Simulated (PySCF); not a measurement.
Ligand exchange on a metal centre used in film growth or etching (Ta F-NH2). Gas-phase values, no solvent. One relaxed conformer stands for each flexible species; it need not be the lowest.

The HOMO from two functionals at the same geometries (PBE-D3(BJ)/def2-SVP), both in PySCF: PBE-D3(BJ)/def2-TZVP and TPSSh-D3(BJ)/def2-TZVP. 

```json
[
 {"species": "0 of 5 F replaced by NH2", "PBE-D3(BJ)/def2-TZVP (eV)": "-10.17"},
 {"species": "1 of 5 F replaced by NH2 ([Ta(F)4(NH2)])", "PBE-D3(BJ)/def2-TZVP (eV)": "-7.45"},
 {"species": "2 of 5 F replaced by NH2 ([Ta(F)3(NH2)2])", "PBE-D3(BJ)/def2-TZVP (eV)": "-6.92"},
 {"species": "3 of 5 F replaced by NH2 ([Ta(F)2(NH2)3])", "PBE-D3(BJ)/def2-TZVP (eV)": "-6.00"},
 {"species": "4 of 5 F replaced by NH2 ([Ta(F)(NH2)4])", "PBE-D3(BJ)/def2-TZVP (eV)": "-5.74"},
 {"species": "5 of 5 F replaced by NH2 ([Ta(NH2)5])", "PBE-D3(BJ)/def2-TZVP (eV)": "-5.08"}
]
```

### Question
What does TPSSh-D3(BJ)/def2-TZVP give for each?

### Answer

- 0 of 5 F replaced by NH2: -11.12
- 1 of 5 F replaced by NH2 ([Ta(F)4(NH2)]): -8.12
- 2 of 5 F replaced by NH2 ([Ta(F)3(NH2)2]): -7.55
- 3 of 5 F replaced by NH2 ([Ta(F)2(NH2)3]): -6.63
- 4 of 5 F replaced by NH2 ([Ta(F)(NH2)4]): -6.37
- 5 of 5 F replaced by NH2 ([Ta(NH2)5]): -5.66
Over these rows, drawn at random from the members with no instability flagged (it was tested for open shells, ions and some series alone), PBE minus TPSSh-D3(BJ): mean +0.68 eV, from +0.58 eV to +0.95 eV.
